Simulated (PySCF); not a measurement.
# Bond lengths and vibrations by method: CH3O2Si anion

All numbers below are calculated, not measured. They come from PySCF 2.14.0, an open-source quantum chemistry program, on an isolated molecule that a program drew, which may never have been made. The molecule is CH3O2Si anion (charge -1, singlet), drawn as the SMILES string `C=[Si]([O-])O`.

The geometry was optimised and harmonic frequencies were computed with HF and MP2, all in the aug-cc-pV(D+d)Z basis, for the commonest isotopes, with a restricted reference for singlets and an unrestricted one otherwise, and a frozen core in MP2. Each result is a local minimum of its method.

Geometry at the HF minimum:
```xyz
7
CH3O2Si anion, angstrom
C    -0.2809   -1.6041    0.5094
Si    1.0711   -1.6008   -0.5575
O     1.2880   -1.9860   -2.0292
O     2.4723   -1.0506    0.1803
H    -0.1945   -1.2782    1.5391
H    -1.2618   -1.9316    0.1870
H     3.1748   -1.0709   -0.4483
```

Lengths of the bonds as drawn, in Å (atoms numbered as above):
```
  bond     HF    MP2
C1-Si2  1.722  1.742
Si2-O3  1.537  1.582
Si2-O4  1.676  1.718
 C1-H5  1.084  1.095
 C1-H6  1.083  1.094
 O4-H7  0.943  0.968
```

Rotational constants, in GHz:
| constant | HF | MP2 |
|---|---|---|
| A | 8.393 | 7.984 |
| B | 6.836 | 6.622 |
| C | 3.768 | 3.62 |

Harmonic frequencies in cm^-1, each column in rising order, so a row needn't be the same motion in every method:
| rank | HF | MP2 |
|---|---|---|
| 1 | 294 | 266 |
| 2 | 362 | 298 |
| 3 | 369 | 317 |
| 4 | 449 | 379 |
| 5 | 538 | 443 |
| 6 | 557 | 505 |
| 7 | 765 | 695 |
| 8 | 809 | 738 |
| 9 | 956 | 889 |
| 10 | 1013 | 942 |
| 11 | 1232 | 1120 |
| 12 | 1479 | ? |
| 13 | 3262 | 3160 |
| 14 | 3345 | 3264 |
| 15 | 4188 | 3831 |

**Estimate the missing MP2 frequency from the HF column.**

A single factor s that minimises the squared misfit of MP2 against s times HF over the other rows is sum(HF x MP2) / sum(HF^2) = 0.9415, with an rms misfit of 57 cm^-1. For rank 12 it gives 0.9415 x 1479 = 1392 cm^-1. The calculation gives 1360 cm^-1, 32 cm^-1 below the estimate. The drawn bonds are on average 1.9 % longer in MP2 than in HF.
